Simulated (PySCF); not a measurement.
Cd(Cl)(SH) (CdClHS), SMILES [SH][Cd][Cl].

Geometry: PBE0-D3(BJ)/def2-TZVP. The def2 effective core potentials stand for the cores of Cd; spin–orbit coupling is left out. The values are those of a single conformer.

The numbers are results of TDDFT-B3LYP/def2-SVPD run with PySCF, not measurements.

Vertical excitations.  State labels are in the subgroup Cs.

Computed lowest excited states:
```
state  symmetry  energy (eV)  λ (nm)      f                                                main pairs
-----  --------  -----------  ------  -----  --------------------------------------------------------
S1           A"         4.16     298  0.013                                           HOMO→LUMO 100 %
S2           A"         5.31     234  0.000                                          HOMO→LUMO+1 99 %
S3           A'         5.34     232  0.013                                          HOMO−1→LUMO 98 %
S4           A"         5.38     230  0.022                                          HOMO−2→LUMO 99 %
S5           A'         5.68     218  0.021                        HOMO→LUMO+2 66 %, HOMO−3→LUMO 33 %
S6           A"         6.23     199  0.021                                          HOMO→LUMO+3 98 %
S7           A'         6.47     192  0.148    HOMO−1→LUMO+1 60 %, HOMO−3→LUMO 20 %, HOMO→LUMO+2 11 %
S8           A"         6.54     190  0.000                                        HOMO−2→LUMO+1 99 %
S9           A'         6.76     183  0.185  HOMO−3→LUMO+1 49 %, HOMO−1→LUMO+1 15 %, HOMO−3→LUMO 13 %
S10          A"         6.85     181  0.000                                        HOMO−1→LUMO+2 99 %
T1           A"         3.80     326      0                                            HOMO→LUMO 99 %
T2           A'         4.98     249      0                        HOMO−1→LUMO 56 %, HOMO−3→LUMO 41 %
T3           A"         5.05     245      0                                          HOMO−2→LUMO 98 %
T4           A'         5.05     245      0                        HOMO−3→LUMO 54 %, HOMO−1→LUMO 43 %
```
Triplets are in the Tamm–Dancoff approximation, which puts them higher than full response would, so one can lie above its singlet here.
